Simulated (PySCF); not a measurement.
PySCF was given this input:
```python
from pyscf import gto, scf, ci

mol = gto.M(
    atom='''
C    -0.000000   -0.000000   -1.106311
S     0.000000    0.000000    0.414867
''',
    basis='6-31g',
    charge=0,
    spin=0,
    verbose=4,
)

mf = scf.RHF(mol)
mf.kernel()

myci = ci.CISD(mf)
myci.kernel()
print('E(CISD) = %.10f' % myci.e_tot)
```

Problem. What is the computed SCF-reference Mulliken (on the basis functions themselves) charges in atom order (CISD/6-31G run with PySCF)?

Solution. C1 -0.10, S2 0.10

Problem. What is the computed SCF-reference HOMO energy (CISD/6-31G)?

Solution. -12.71 eV

Problem. Estimate the total energy that CISD/6-31G returns for this input.

Solution. -435.3843 Eh

Problem. What SCF-reference dipole moment does CISD/6-31G give?

Solution. 0.98 D
